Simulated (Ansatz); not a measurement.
Ansatz (an electronic-structure program) input (CCSD(T)/aug-cc-pVDZ):

Ansatz 0.2 input:
```yaml
crystal:
  periodic: [false, false, false]
  atoms:
    - {symbol: B, position_ang: [0.02508854, 0.00489190, -0.00215624]}
    - {symbol: F, position_ang: [0.55826186, 1.13489318, 0.45287685]}
    - {symbol: F, position_ang: [0.85865548, -0.85861496, -0.57465416]}
    - {symbol: C, position_ang: [-1.46932943, -0.28649781, 0.12628188]}
    - {symbol: H, position_ang: [-2.15270730, 0.41262202, 0.59133182]}
    - {symbol: H, position_ang: [-1.90901492, -1.20459862, -0.24224610]}
basis:
  gaussian:
    orbitals: aug-cc-pVDZ
magnetization: {spin_polarized: true, initial_magnetization: 1}
correlation: {method: ccsd_t, electrons: outside_noble_gas}
output: {forces: true}
```

End of the output:

```
mean field evaluation 4: about -7148.9339 eV, gradient 2.2e0 eV
mean field evaluation 8: about -7148.9704 eV, gradient 1.1e-3 eV
mean field evaluation 16: about -7148.9673 eV, gradient 2.7e-1 eV
mean field -7148.97042682 eV, -262.7198174394 hartree, gradient 1.7e-6 eV, S^2 0.758265; 0 other end points of the search recorded, 0 dependent functions left out
4 core orbitals not correlated
reference -7148.97042682 eV, -262.7198174394 hartree; 12, 11 occupied and 94, 95 virtual orbitals, 1054 factors
densities: 2.00 GiB planned
second order -16.29354329 eV of doubles, -0.00000000 eV of singles
coupled cluster: 1.21 GiB planned
cycle   1  -16.49731031 eV  change   -2.0e-1 eV  update   9.5e-2
cycle   2  -16.85645486 eV  change   -3.6e-1 eV  update   2.7e-2
cycle   3  -16.95693881 eV  change   -1.0e-1 eV  update   1.5e-2
cycle   4  -16.95412837 eV  change    2.8e-3 eV  update   3.8e-3
cycle   5  -16.95179699 eV  change    2.3e-3 eV  update   1.7e-3
cycle   6  -16.95243032 eV  change   -6.3e-4 eV  update   5.6e-4
cycle   7  -16.95254643 eV  change   -1.2e-4 eV  update   2.1e-4
cycle   8  -16.95253490 eV  change    1.2e-5 eV  update   6.8e-5
cycle   9  -16.95255677 eV  change   -2.2e-5 eV  update   2.6e-5
cycle  10  -16.95255978 eV  change   -3.0e-6 eV  update   8.6e-6
cycle  11  -16.95255785 eV  change    1.9e-6 eV  update   2.8e-6
perturbative correction -0.42430036 eV, -0.0155927505 hartree
the calculation of the forces begins
Total energy: -7166.34728502 eV, -263.3584051999 hartree
Atom 0 at     0.025089     0.004892    -0.002156 Å, force    -0.548618    -0.106973     0.047151 eV/Å
Atom 1 at     0.558262     1.134893     0.452877 Å, force     0.454558     0.963983     0.388231 eV/Å
Atom 2 at     0.858655    -0.858615    -0.574654 Å, force     0.710835    -0.736748    -0.488391 eV/Å
Atom 3 at    -1.469329    -0.286498     0.126282 Å, force    -0.129708    -0.025291     0.011148 eV/Å
Atom 4 at    -2.152707     0.412622     0.591332 Å, force    -0.299995     0.327212     0.214064 eV/Å
Atom 5 at    -1.909015    -1.204599    -0.242246 Å, force    -0.187072    -0.422182    -0.172203 eV/Å
Dipole moment:    -0.387926    -0.075640     0.033340 e Å
```

It need not be the lowest isomer of its formula.
